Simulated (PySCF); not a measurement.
CH₄BrInO, SMILES [CH3][In]([OH])[Br].

Geometry optimised at PBE-D3(BJ)/def2-SVP. The def2 effective core potentials stand for the cores of In; spin–orbit coupling is left out. The values are those of a single conformer.

All values below come from PBE-D3(BJ)/def2-SVP (PySCF 2.14.0).

Frequencies are harmonic and unscaled.

List the normal modes with their intensities. (The exact figures need the calculation; the answer reports its results.)


```tsv
mode	ν (cm⁻¹)	IR (km/mol)	moving atoms (share of kinetic energy)
1	14	0.0	H 99 %
2	81	1.8	C 46 %, H 22 %, In 17 %, Br 13 %
3	106	5.7	O 33 %, In 29 %, C 19 %, H 14 %
4	106	11.9	O 59 %, In 13 %, H 12 %
5	232	25.4	Br 61 %, In 36 %
6	331	94.6	H 92 %
7	487	11.6	C 69 %, H 16 %, In 9 %
8	580	61.3	O 81 %, In 15 %
9	706	17.8	H 85 %, C 14 %
10	719	21.4	H 85 %, C 14 %
11	807	116.1	H 92 %
12	1128	3.5	H 83 %, C 17 %
13	1376	2.7	H 95 %
14	1377	2.8	H 95 %
15	2999	0.9	H 98 %
16	3119	0.1	H 90 %, C 10 %
17	3129	0.0	H 90 %, C 10 %
18	3702	47.5	H 94 %
```
